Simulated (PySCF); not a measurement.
# Electron correlation in S (sulfur, neutral)

[Ne] 3s1 3p5, high-spin 3P determinant (an excited configuration). Computed with PySCF 2.14 in def2-TZVPPD, with no relativity, point nucleus. Frozen: [Ne]; 6 electrons correlated.

MP2 pair energies summed by pair of shells (mhartree):

```tsv
pair	energy	share (%)
3p-3p	-138.54	88.7
3s-3p	-17.59	11.3
```

Total MP2 correlation energy: -156.13 mhartree.

Same-spin part -31.20 and opposite-spin part -124.93 mhartree; SCS-MP2 scales them by 1/3 and 6/5 to -160.32 mhartree.
